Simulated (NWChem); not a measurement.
Species: CrO2ClF; SMILES [O]=[Cr](=[O])([F])[Cl]

Computed with NWChem. Geometry: optimised at PBE0/def2-SVP.

### Question
Estimate the computed values for Hartree-Fock/3-21G. Quantities: highest occupied level (eV); orbital gap (eV); dipole (D).

### Answer
```
Property                     Result
---------------------------  ------
highest occupied level (eV)  -13.62
orbital gap (eV)              12.03
dipole (D)                     0.89
```
